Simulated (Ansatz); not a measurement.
GaH2(OiPr) (C3H9GaO). The state is a singlet with charge 0. Geometry r2SCAN-D4/def2-SVP.

```xyz
14

C     0.7709    0.0327   -0.2178
C     0.2615   -1.2812   -0.8000
C     0.8003    0.0148    1.3065
Ga   -1.7195    1.4642   -0.4597
O     0.0197    1.1331   -0.7030
H    -2.1452    2.7804   -1.1634
H    -2.5939    0.4772    0.3758
H     1.8056    0.1926   -0.5809
H    -0.7589   -1.4960   -0.4379
H     0.9071   -2.1259   -0.5105
H     0.2370   -1.2270   -1.8994
H     1.1564    0.9826    1.6924
H    -0.2092   -0.1727    1.7115
H     1.4683   -0.7750    1.6862
```

Another isomer (singlet) lies 0.46 eV lower at PBE0-D4/def2-TZVP; other spin states weren't run for this one.

(1) Estimate the orbital energies around the gap (eV) in Ansatz with LDA (SPW92)/def2-TZVP, PBE-D4/def2-SVP, PBE-D4/def2-TZVP, PBE0-D4/def2-SVP, CAM-B3LYP-D4/def2-TZVP.

## Answers

(1) 
```json
{"orbital": "HOMO−9", "LDA (SPW92)/def2-TZVP": "-11.56", "PBE-D4/def2-SVP": "-11.36", "PBE-D4/def2-TZVP": "-11.42", "PBE0-D4/def2-SVP": "-13.08", "CAM-B3LYP-D4/def2-TZVP": "-14.69"}
{"orbital": "HOMO−8", "LDA (SPW92)/def2-TZVP": "-10.55", "PBE-D4/def2-SVP": "-10.36", "PBE-D4/def2-TZVP": "-10.40", "PBE0-D4/def2-SVP": "-12.00", "CAM-B3LYP-D4/def2-TZVP": "-13.52"}
{"orbital": "HOMO−7", "LDA (SPW92)/def2-TZVP": "-10.37", "PBE-D4/def2-SVP": "-10.17", "PBE-D4/def2-TZVP": "-10.25", "PBE0-D4/def2-SVP": "-11.73", "CAM-B3LYP-D4/def2-TZVP": "-13.36"}
{"orbital": "HOMO−6", "LDA (SPW92)/def2-TZVP": "-9.44", "PBE-D4/def2-SVP": "-9.33", "PBE-D4/def2-TZVP": "-9.39", "PBE0-D4/def2-SVP": "-10.88", "CAM-B3LYP-D4/def2-TZVP": "-12.40"}
{"orbital": "HOMO−5", "LDA (SPW92)/def2-TZVP": "-9.15", "PBE-D4/def2-SVP": "-8.98", "PBE-D4/def2-TZVP": "-9.02", "PBE0-D4/def2-SVP": "-10.45", "CAM-B3LYP-D4/def2-TZVP": "-11.93"}
{"orbital": "HOMO−4", "LDA (SPW92)/def2-TZVP": "-8.63", "PBE-D4/def2-SVP": "-8.49", "PBE-D4/def2-TZVP": "-8.55", "PBE0-D4/def2-SVP": "-10.00", "CAM-B3LYP-D4/def2-TZVP": "-11.50"}
{"orbital": "HOMO−3", "LDA (SPW92)/def2-TZVP": "-8.56", "PBE-D4/def2-SVP": "-8.46", "PBE-D4/def2-TZVP": "-8.50", "PBE0-D4/def2-SVP": "-9.94", "CAM-B3LYP-D4/def2-TZVP": "-11.41"}
{"orbital": "HOMO−2", "LDA (SPW92)/def2-TZVP": "-7.65", "PBE-D4/def2-SVP": "-7.51", "PBE-D4/def2-TZVP": "-7.58", "PBE0-D4/def2-SVP": "-8.85", "CAM-B3LYP-D4/def2-TZVP": "-10.32"}
{"orbital": "HOMO−1", "LDA (SPW92)/def2-TZVP": "-6.60", "PBE-D4/def2-SVP": "-6.32", "PBE-D4/def2-TZVP": "-6.40", "PBE0-D4/def2-SVP": "-7.76", "CAM-B3LYP-D4/def2-TZVP": "-9.26"}
{"orbital": "HOMO", "LDA (SPW92)/def2-TZVP": "-6.42", "PBE-D4/def2-SVP": "-6.19", "PBE-D4/def2-TZVP": "-6.30", "PBE0-D4/def2-SVP": "-7.63", "CAM-B3LYP-D4/def2-TZVP": "-9.11"}
{"orbital": "LUMO", "LDA (SPW92)/def2-TZVP": "-2.20", "PBE-D4/def2-SVP": "-1.85", "PBE-D4/def2-TZVP": "-1.93", "PBE0-D4/def2-SVP": "-1.07", "CAM-B3LYP-D4/def2-TZVP": "-0.27"}
{"orbital": "LUMO+1", "LDA (SPW92)/def2-TZVP": "-0.41", "PBE-D4/def2-SVP": "0.07", "PBE-D4/def2-TZVP": "-0.19", "PBE0-D4/def2-SVP": "1.05", "CAM-B3LYP-D4/def2-TZVP": "1.66"}
{"orbital": "LUMO+2", "LDA (SPW92)/def2-TZVP": "0.11", "PBE-D4/def2-SVP": "0.71", "PBE-D4/def2-TZVP": "0.32", "PBE0-D4/def2-SVP": "1.52", "CAM-B3LYP-D4/def2-TZVP": "1.93"}
{"orbital": "LUMO+3", "LDA (SPW92)/def2-TZVP": "0.89", "PBE-D4/def2-SVP": "1.36", "PBE-D4/def2-TZVP": "1.04", "PBE0-D4/def2-SVP": "2.18", "CAM-B3LYP-D4/def2-TZVP": "2.60"}
{"orbital": "LUMO+4", "LDA (SPW92)/def2-TZVP": "1.53", "PBE-D4/def2-SVP": "2.10", "PBE-D4/def2-TZVP": "1.66", "PBE0-D4/def2-SVP": "3.03", "CAM-B3LYP-D4/def2-TZVP": "3.24"}
{"orbital": "LUMO+5", "LDA (SPW92)/def2-TZVP": "1.55", "PBE-D4/def2-SVP": "2.41", "PBE-D4/def2-TZVP": "1.67", "PBE0-D4/def2-SVP": "3.33", "CAM-B3LYP-D4/def2-TZVP": "3.28"}
```
